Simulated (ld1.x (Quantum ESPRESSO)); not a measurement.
## LDA (PZ) TM dataset for platinum (Pt), fully relativistic all-electron reference.

The input file (ld1.x (Quantum ESPRESSO) 7.5):

```
&input
   title='Pt', zed=78., rel=2, dft='PZ', iswitch=3,
   config='[Xe] 4f14 5d9 6s0.5 6p0', rel_dist='average',
   nld=5, rlderiv=2.15, eminld=-10.0, emaxld=5.0, deld=0.04
 /
 &inputp
   pseudotype=2, tm=.true., lloc=0,
   nlcc=.false.,
   file_pseudopw='Pt.UPF', file_wfcaegen='ae.wfc', file_wfcncgen='nc.wfc', file_beta='beta', file_chi='chi'
 /
3
5P  2  1   6.00   0.00  1.55  1.55  0.0
5D  3  2   9.00   0.00  1.95  1.95  0.0
5S  1  0   2.00   0.00  1.10  1.10  0.0
 &test
   configts(1)='5s2 5p6 5d9 6s0.5 6p0'
 /
```

Command:

```bash
ld1.x < Pt.in > Pt.out
```

The program printed (shortened: banner, matrices, multipoles, cross overlaps and the repeated all-electron block are left out):

```
Program LD1 v.7.5
     --------------------------- All-electron run ----------------------------

     Pt
     dirac relativistic calculation

     atomic number is 78.00
     dft =PZ   lsd =0 sic =0 latt =0  beta=0.20 tr2=1.0E-14
     Exchange-correlation= PZ
                           (   1   1   0   0   0   0   0)
     mesh =1277 r(mesh) =  98.81913 a.u. xmin = -7.00 dx = 0.01250
     1 Ry =  13.60569312 eV, c = 137.03599908

     n l j   nl                  e(Ry)          e(Ha)          e(eV)
     Spin orbit split results
     1 0 0.5 1S 1( 2.00)     -5751.6585     -2875.8292    -78255.3005
     2 0 0.5 2S 1( 2.00)     -1009.9709      -504.9854    -13741.3535
     2 1 0.5 2P 1( 2.00)      -968.2008      -484.1004    -13173.0423
     2 1 1.5 2P 1( 4.00)      -841.2410      -420.6205    -11445.6675
     3 0 0.5 3S 1( 2.00)      -237.4096      -118.7048     -3230.1226
     3 1 0.5 3P 1( 2.00)      -218.6412      -109.3206     -2974.7646
     3 1 1.5 3P 1( 4.00)      -190.7388       -95.3694     -2595.1340
     4 0 0.5 4S 1( 2.00)       -51.1949       -25.5974      -696.5417
     4 1 0.5 4P 1( 2.00)       -43.2381       -21.6191      -588.2848
     4 1 1.5 4P 1( 4.00)       -36.5745       -18.2873      -497.6218
     3 2 1.5 3D 1( 4.00)      -159.4166       -79.7083     -2168.9728
     3 2 2.5 3D 1( 6.00)      -153.3986       -76.6993     -2087.0944
     5 0 0.5 5S 1( 2.00)        -7.7871        -3.8936      -105.9493
     5 1 0.5 5P 1( 2.00)        -5.2405        -2.6203       -71.3011
     5 1 1.5 5P 1( 4.00)        -4.1312        -2.0656       -56.2081
     4 2 1.5 4D 1( 4.00)       -23.5272       -11.7636      -320.1033
     4 2 2.5 4D 1( 6.00)       -22.2881       -11.1440      -303.2450
     4 3 2.5 4F 1( 6.00)        -5.6016        -2.8008       -76.2135
     4 3 3.5 4F 1( 8.00)        -5.3474        -2.6737       -72.7556
     5 2 1.5 5D 1( 3.60)        -0.8230        -0.4115       -11.1973
     5 2 2.5 5D 1( 5.40)        -0.7231        -0.3616        -9.8388
     6 0 0.5 6S 1( 0.50)        -0.7001        -0.3500        -9.5252
     6 1 0.5 6P 1( 0.00)        -0.3208        -0.1604        -4.3647
     6 1 1.5 6P 1( 0.00)        -0.2619        -0.1310        -3.5635
     Averaged results
     1 0     1S 1( 2.00)     -5751.6585     -2875.8292    -78255.3005
     2 0     2S 1( 2.00)     -1009.9709      -504.9854    -13741.3535
     2 1     2P 1( 6.00)      -883.5609      -441.7805    -12021.4591
     3 0     3S 1( 2.00)      -237.4096      -118.7048     -3230.1226
     3 1     3P 1( 6.00)      -200.0396      -100.0198     -2721.6776
     4 0     4S 1( 2.00)       -51.1949       -25.5974      -696.5417
     4 1     4P 1( 6.00)       -38.7957       -19.3979      -527.8428
     3 2     3D 1(10.00)      -155.8058       -77.9029     -2119.8458
     5 0     5S 1( 2.00)        -7.7871        -3.8936      -105.9493
     5 1     5P 1( 6.00)        -4.5010        -2.2505       -61.2391
     4 2     4D 1(10.00)       -22.7837       -11.3919      -309.9883
     4 3     4F 1(14.00)        -5.4564        -2.7282       -74.2376
     5 2     5D 1( 9.00)        -0.7631        -0.3815       -10.3822
     6 0     6S 1( 0.50)        -0.7001        -0.3500        -9.5252
     6 1     6P 1( 0.00)        -0.2815        -0.1408        -3.8306

     final scf error:  9.0E-15 reached in  28 iterations

     Etot =  -36872.593523 Ry,  -18436.296761 Ha, -501677.192117 eV

     Ekin =   42191.792673 Ry,   21095.896336 Ha,  574048.583417 eV
     Encl =  -92723.811681 Ry,  -46361.905840 Ha,-1261571.726921 eV
     Eh   =   14352.814630 Ry,    7176.407315 Ha,  195279.991313 eV
     Exc  =    -693.389145 Ry,    -346.694573 Ha,   -9434.039927 eV

     normalization and overlap integrals

     s(1S/1S) =  1.000000  <r> =   0.0172  <r2> =    0.0004  r(max) =   0.0106
     s(2S/2S) =  1.000000  <r> =   0.0717  <r2> =    0.0061  r(max) =   0.0612
     s(2P/2P) =  1.000000  <r> =   0.0591  <r2> =    0.0044  r(max) =   0.0459
     s(2P/2P) =  1.000000  <r> =   0.0675  <r2> =    0.0055  r(max) =   0.0526
     s(3S/3S) =  1.000000  <r> =   0.1867  <r2> =    0.0400  r(max) =   0.1726
     s(3P/3P) =  1.000000  <r> =   0.1769  <r2> =    0.0365  r(max) =   0.1622
     s(3P/3P) =  1.000000  <r> =   0.1924  <r2> =    0.0430  r(max) =   0.1770
     s(4S/4S) =  1.000000  <r> =   0.4152  <r2> =    0.1948  r(max) =   0.3890
     s(4P/4P) =  1.000000  <r> =   0.4180  <r2> =    0.1991  r(max) =   0.3890
     s(4P/4P) =  1.000000  <r> =   0.4522  <r2> =    0.2326  r(max) =   0.4193
     s(3D/3D) =  1.000000  <r> =   0.1677  <r2> =    0.0330  r(max) =   0.1378
     s(3D/3D) =  1.000000  <r> =   0.1724  <r2> =    0.0348  r(max) =   0.1413
     s(5S/5S) =  1.000000  <r> =   0.9524  <r2> =    1.0189  r(max) =   0.8657
     s(5P/5P) =  1.000000  <r> =   1.0337  <r2> =    1.2098  r(max) =   0.9215
     s(5P/5P) =  1.000000  <r> =   1.1354  <r2> =    1.4620  r(max) =   1.0058
     s(4D/4D) =  1.000000  <r> =   0.4619  <r2> =    0.2470  r(max) =   0.4141
     s(4D/4D) =  1.000000  <r> =   0.4732  <r2> =    0.2591  r(max) =   0.4246
     s(4F/4F) =  1.000000  <r> =   0.5126  <r2> =    0.3203  r(max) =   0.3842
     s(4F/4F) =  1.000000  <r> =   0.5200  <r2> =    0.3297  r(max) =   0.3890
     s(5D/5D) =  1.000000  <r> =   1.6282  <r2> =    3.1831  r(max) =   1.2439
     s(5D/5D) =  1.000000  <r> =   1.7084  <r2> =    3.5223  r(max) =   1.2754
     s(6S/6S) =  1.000000  <r> =   2.7820  <r2> =    8.8155  r(max) =   2.3240
     s(6P/6P) =  1.000000  <r> =   3.6828  <r2> =   15.7052  r(max) =   2.9841
     s(6P/6P) =  1.000000  <r> =   4.1277  <r2> =   19.7126  r(max) =   3.3394

     ------------------------ End of All-electron run ------------------------

     --------------------- Generating NC pseudopotential ---------------------

      Generating local pot.: lloc=0, matching radius rcloc =   1.1000

     Fully relativistic calculation: |psi|^2

     Wfc 5P LC norm =  0.99952849 SC norm =  0.00047142 missing  0.00000009

     Wfc 5P LC norm =  0.99960332 SC norm =  0.00039613 missing  0.00000055

     Wfc 5D LC norm =  0.99979923 SC norm =  0.00020072 missing  0.00000005

     Wfc 5D LC norm =  0.99981644 SC norm =  0.00017758 missing  0.00000598

      Wfc   5P  rcut= 1.558  Using Troullier-Martins method

      Wfc   5P  rcut= 1.558  Using Troullier-Martins method

      Wfc   5D  rcut= 1.951  Using Troullier-Martins method

      Wfc   5D  rcut= 1.951  Using Troullier-Martins method

     ------------------- End of pseudopotential generation -------------------

     Computing logarithmic derivative in   2.14269
     Computing logarithmic derivative in   2.14269
     Computing the partial wave expansion
       no projector for channel:   0
     R is outside the sphere for l=    1 j= 0.50
     R is outside the sphere for l=    1 j= 1.50
     R is outside the sphere for l=    2 j= 1.50
     R is outside the sphere for l=    2 j= 2.50

     ---------------------- Testing the pseudopotential ----------------------

     Pt
     dirac relativistic calculation

     atomic number is 78.00   valence charge is 18.00
     dft =PZ   lsd =0 sic =0 latt =0  beta=0.20 tr2=1.0E-14
     mesh =1277 r(mesh) =  98.81913 xmin = -7.00 dx = 0.01250

     n l  j  nl             e AE (Ry)       e PS (Ry)    De AE-PS (Ry)
     1 0 0.5 5S   1( 2.00)       -7.78713       -7.78724        0.00010
     2 1 0.5 5P   1( 2.00)       -5.24054       -5.24054       -0.00000
     2 1 1.5 5P   1( 4.00)       -4.13122       -4.13123        0.00001
     3 2 1.5 5D   1( 3.60)       -0.82299       -0.82298       -0.00000
     3 2 2.5 5D   1( 5.40)       -0.72314       -0.72315        0.00001
     2 0 0.5 6S   1( 0.50)       -0.70009       -0.71519        0.01510  !
     3 1 0.5 6P   1( 0.00)       -0.32080       -0.35814        0.03733  !
     3 1 1.5 6P   1( 0.00)       -0.26191       -0.26517        0.00326

     eps = 2.8E-15  iter = 25

     Etot =  -36872.593523 Ry,  -18436.296761 Ha, -501677.192117 eV
     Etotps =  -240.455868 Ry,    -120.227934 Ha,   -3271.568754 eV

     Ekin =      76.153243 Ry,      38.076622 Ha,    1036.117656 eV
     Encl =    -496.674202 Ry,    -248.337101 Ha,   -6757.596780 eV
     Ehrt =     197.661890 Ry,      98.830945 Ha,    2689.327023 eV
     Ecxc =     -22.433425 Ry,     -11.216713 Ha,    -305.222297 eV
     Epseu=       4.836626 Ry,       2.418313 Ha,      65.805644 eV

     ---------------------- End of pseudopotential test ----------------------
```

Generation and configuration tests took about 3.1 s on one core of a shared server CPU.

Transferability test of the new file with ld1.x, input:

```
&input
   title='Pt', zed=78., rel=2, dft='PZ', iswitch=2,
   config='[Xe] 4f14 5d9 6s0.5 6p0', rel_dist='average'
 /
 &test
   file_pseudo='Pt.UPF', nconf=8,
   configts(1)='5s2 5p6 5d9 6s0.5 6p0',
   configts(2)='5s2 5p6 5d9 6s1 6p0',
   configts(3)='5s2 5p6 5d9 6s0 6p0',
   configts(4)='5s2 5p6 5d8 6s0 6p0',
   configts(5)='5s2 5p6 5d7 6s0 6p0',
   configts(6)='5s2 5p6 5d9.5 6s0.5 6p0',
   configts(7)='5s2 5p6 5d6 6s0 6p0',
   configts(8)='5s2 5p6 5d8 6s1 6p0'
 /
```

```bash
ld1.x < Pt.test.in > Pt.test.out
```

Pseudopotential blocks of its output, shortened (energy terms left out):

```
     ---------------------- Testing the pseudopotential ----------------------

     n l  j  nl             e AE (Ry)       e PS (Ry)    De AE-PS (Ry)
     1 0 0.5 5S   1( 2.00)       -7.78713       -7.78724        0.00010
     2 1 0.5 5P   1( 2.00)       -5.24054       -5.24054       -0.00000
     2 1 1.5 5P   1( 4.00)       -4.13122       -4.13123        0.00001
     3 2 1.5 5D   1( 3.60)       -0.82299       -0.82298       -0.00000
     3 2 2.5 5D   1( 5.40)       -0.72314       -0.72315        0.00001
     2 0 0.5 6S   1( 0.50)       -0.70009       -0.71519        0.01510  !
     3 1 0.5 6P   1( 0.00)       -0.32080       -0.35814        0.03733  !
     3 1 1.5 6P   1( 0.00)       -0.26191       -0.26517        0.00326

     eps = 2.2E-15  iter = 25

     Etot =  -36872.593523 Ry,  -18436.296761 Ha, -501677.192117 eV
     Etotps =  -240.455868 Ry,    -120.227934 Ha,   -3271.568756 eV

     ---------------------- End of pseudopotential test ----------------------

          ---------------------- Testing the pseudopotential ----------------------

     n l  j  nl             e AE (Ry)       e PS (Ry)    De AE-PS (Ry)
     1 0 0.5 5S   1( 2.00)       -7.49388       -7.49063       -0.00326
     2 1 0.5 5P   1( 2.00)       -4.94640       -4.94310       -0.00330
     2 1 1.5 5P   1( 4.00)       -3.83604       -3.83297       -0.00307
     3 2 1.5 5D   1( 3.60)       -0.53059       -0.52811       -0.00249
     3 2 2.5 5D   1( 5.40)       -0.43222       -0.42983       -0.00239
     2 0 0.5 6S   1( 1.00)       -0.43978       -0.45189        0.01211  !
     3 1 0.5 6P   1( 0.00)       -0.10191       -0.12704        0.02513  !
     3 1 1.5 6P   1( 0.00)       -0.06153       -0.06273        0.00120

     eps = 2.2E-15  iter = 20

     Etot =  -36872.877801 Ry,  -18436.438900 Ha, -501681.059916 eV
     Etotps =  -240.746930 Ry,    -120.373465 Ha,   -3275.528844 eV
     dEtot_ae =      -0.284278 Ry
     dEtot_ps =      -0.291061 Ry,   Delta E=       0.006783 Ry

     ---------------------- End of pseudopotential test ----------------------

          ---------------------- Testing the pseudopotential ----------------------

     n l  j  nl             e AE (Ry)       e PS (Ry)    De AE-PS (Ry)
     1 0 0.5 5S   1( 2.00)       -8.10264       -8.10655        0.00391
     2 1 0.5 5P   1( 2.00)       -5.55684       -5.56057        0.00372
     2 1 1.5 5P   1( 4.00)       -4.44840       -4.45187        0.00347
     3 2 1.5 5D   1( 3.60)       -1.13539       -1.13808        0.00269
     3 2 2.5 5D   1( 5.40)       -1.03385       -1.03646        0.00261
     2 0 0.5 6S   1( 0.00)       -0.97507       -0.99343        0.01836  !
     3 1 0.5 6P   1( 0.00)       -0.55914       -0.60943        0.05029  !
     3 1 1.5 6P   1( 0.00)       -0.48343       -0.48917        0.00574  !

     eps = 3.6E-15  iter = 17

     Etot =  -36872.175265 Ry,  -18436.087633 Ha, -501671.501439 eV
     Etotps =  -240.029255 Ry,    -120.014628 Ha,   -3265.764386 eV
     dEtot_ae =       0.418257 Ry
     dEtot_ps =       0.426613 Ry,   Delta E=      -0.008356 Ry

     ---------------------- End of pseudopotential test ----------------------

          ---------------------- Testing the pseudopotential ----------------------

     n l  j  nl             e AE (Ry)       e PS (Ry)    De AE-PS (Ry)
     1 0 0.5 5S   1( 2.00)       -9.03462       -9.03867        0.00406
     2 1 0.5 5P   1( 2.00)       -6.48242       -6.48637        0.00395
     2 1 1.5 5P   1( 4.00)       -5.36494       -5.36871        0.00376
     3 2 1.5 5D   1( 3.20)       -1.99071       -1.99370        0.00299
     3 2 2.5 5D   1( 4.80)       -1.87932       -1.88227        0.00295
     2 0 0.5 6S   1( 0.00)       -1.65611       -1.68052        0.02441  !
     3 1 0.5 6P   1( 0.00)       -1.15460       -1.24913        0.09452  !
     3 1 1.5 6P   1( 0.00)       -1.03899       -1.04902        0.01002  !

     eps = 3.6E-15  iter = 24

     Etot =  -36870.685061 Ry,  -18435.342530 Ha, -501651.226171 eV
     Etotps =  -238.536222 Ry,    -119.268111 Ha,   -3245.450638 eV
     dEtot_ae =       1.908462 Ry
     dEtot_ps =       1.919646 Ry,   Delta E=      -0.011184 Ry

     ---------------------- End of pseudopotential test ----------------------

          ---------------------- Testing the pseudopotential ----------------------

     n l  j  nl             e AE (Ry)       e PS (Ry)    De AE-PS (Ry)
     1 0 0.5 5S   1( 2.00)      -10.08015      -10.08403        0.00387
     2 1 0.5 5P   1( 2.00)       -7.51817       -7.52225        0.00408
     2 1 1.5 5P   1( 4.00)       -6.38736       -6.39129        0.00393
     3 2 1.5 5D   1( 2.80)       -2.94244       -2.94544        0.00300
     3 2 2.5 5D   1( 4.20)       -2.82080       -2.82383        0.00303
     2 0 0.5 6S   1( 0.00)       -2.40732       -2.43893        0.03161  !
     3 1 0.5 6P   1( 0.00)       -1.82859       -1.99272        0.16413  !
     3 1 1.5 6P   1( 0.00)       -1.67357       -1.68922        0.01565  !

     eps = 3.6E-15  iter = 21

     Etot =  -36868.295591 Ry,  -18434.147796 Ha, -501618.715786 eV
     Etotps =  -236.143750 Ry,    -118.071875 Ha,   -3212.899391 eV
     dEtot_ae =       4.297931 Ry
     dEtot_ps =       4.312119 Ry,   Delta E=      -0.014188 Ry

     ---------------------- End of pseudopotential test ----------------------

          ---------------------- Testing the pseudopotential ----------------------

     n l  j  nl             e AE (Ry)       e PS (Ry)    De AE-PS (Ry)
     1 0 0.5 5S   1( 2.00)       -7.40392       -7.40419        0.00027
     2 1 0.5 5P   1( 2.00)       -4.85893       -4.85910        0.00017
     2 1 1.5 5P   1( 4.00)       -3.75198       -3.75208        0.00010
     3 2 1.5 5D   1( 3.80)       -0.46628       -0.46621       -0.00007
     3 2 2.5 5D   1( 5.70)       -0.37100       -0.37092       -0.00008
     2 0 0.5 6S   1( 0.50)       -0.41179       -0.42446        0.01266  !
     3 1 0.5 6P   1( 0.00)       -0.08722       -0.10962        0.02240  !
     3 1 1.5 6P   1( 0.00)       -0.05084       -0.05255        0.00170

     eps = 6.6E-15  iter = 22

     Etot =  -36872.884937 Ry,  -18436.442469 Ha, -501681.157015 eV
     Etotps =  -240.747271 Ry,    -120.373636 Ha,   -3275.533490 eV
     dEtot_ae =      -0.291415 Ry
     dEtot_ps =      -0.291403 Ry,   Delta E=      -0.000012 Ry

     ---------------------- End of pseudopotential test ----------------------

          ---------------------- Testing the pseudopotential ----------------------

     n l  j  nl             e AE (Ry)       e PS (Ry)    De AE-PS (Ry)
     1 0 0.5 5S   1( 2.00)      -11.21814      -11.22152        0.00338
     2 1 0.5 5P   1( 2.00)       -8.64321       -8.64743        0.00422
     2 1 1.5 5P   1( 4.00)       -7.49510       -7.49914        0.00405
     3 2 1.5 5D   1( 2.40)       -3.97359       -3.97629        0.00270
     3 2 2.5 5D   1( 3.60)       -3.84138       -3.84423        0.00285
     2 0 0.5 6S   1( 0.00)       -3.21717       -3.25733        0.04016  !
     3 1 0.5 6P   1( 0.00)       -2.56686       -2.84046        0.27360  !
     3 1 1.5 6P   1( 0.00)       -2.37273       -2.39569        0.02296  !

     eps = 9.5E-15  iter = 19

     Etot =  -36864.919813 Ry,  -18432.459906 Ha, -501572.785977 eV
     Etotps =  -232.765049 Ry,    -116.382524 Ha,   -3166.929826 eV
     dEtot_ae =       7.673710 Ry
     dEtot_ps =       7.690819 Ry,   Delta E=      -0.017110 Ry

     ---------------------- End of pseudopotential test ----------------------

          ---------------------- Testing the pseudopotential ----------------------

     n l  j  nl             e AE (Ry)       e PS (Ry)    De AE-PS (Ry)
     1 0 0.5 5S   1( 2.00)       -8.32505       -8.32034       -0.00471
     2 1 0.5 5P   1( 2.00)       -5.77256       -5.76792       -0.00463
     2 1 1.5 5P   1( 4.00)       -4.65513       -4.65100       -0.00413
     3 2 1.5 5D   1( 3.20)       -1.29753       -1.29449       -0.00304
     3 2 2.5 5D   1( 4.80)       -1.18983       -1.18696       -0.00287
     2 0 0.5 6S   1( 1.00)       -1.05350       -1.07061        0.01711  !
     3 1 0.5 6P   1( 0.00)       -0.61513       -0.67542        0.06029  !
     3 1 1.5 6P   1( 0.00)       -0.53137       -0.53566        0.00430

     eps = 1.6E-15  iter = 25

     Etot =  -36872.036739 Ry,  -18436.018370 Ha, -501669.616692 eV
     Etotps =  -239.908526 Ry,    -119.954263 Ha,   -3264.121783 eV
     dEtot_ae =       0.556784 Ry
     dEtot_ps =       0.547342 Ry,   Delta E=       0.009441 Ry

     ---------------------- End of pseudopotential test ----------------------
```
